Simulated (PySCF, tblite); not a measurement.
Isomers of C6H8F2, one GFN2-xTB conformer each. Single-point energies are computed at PBE0/pcSseg-1 (PySCF, gas phase, no added dispersion term), electronic only.

Question: Rank them by PBE0/pcSseg-1 energy, lowest first (kJ/mol).
A. `[CH2:1]=[C:2]1[CH2:3][C@@H:4]([CH2:5][F:6])[C@@H:7]1[F:8]` with C3–C4–C5–F6 50°, C1–C2–C3–C4 -165°, C2–C3–C4–C5 -130°, C3–C4–C7–F8 129°, C1–C2–C7–C4 165°
B. `F[C@]12CC[C@](F)(C1)C2`

Answer: B (0.0), A (74.5).

As drawn, the higher has a C=C bond outside aromatic rings, which the lower lacks. GFN2-xTB itself gives, in the same order: 0.0, 87.8. Both levels put the same isomer lowest.

Which frontier levels, dipoles and rotational constants go with these structures?

```
                 SMILES  HOMO (eV, PBE0/pcSseg-1)  LUMO (eV)  dipole (D)     A, B, C (MHz)
 F[C@]12CC[C@](F)(C1)C2                     -8.60       1.34        1.14  3918, 1786, 1538
C=C1C[C@@H](CF)[C@@H]1F                     -7.59      -0.28        1.67  3141, 1500, 1212
```

What happens when harmonic zero-point energies from GFN2-xTB frequencies are added?

```json
{"SMILES": "F[C@]12CC[C@](F)(C1)C2", "ZPE (kJ/mol)": "338.1", "electronic (kJ/mol)": "0.0", "with ZPE (kJ/mol)": "0.0"}
{"SMILES": "C=C1C[C@@H](CF)[C@@H]1F", "ZPE (kJ/mol)": "328.2", "electronic (kJ/mol)": "74.5", "with ZPE (kJ/mol)": "64.6"}
```

The zero-point energies span 9.9 kJ/mol. The order is unchanged.
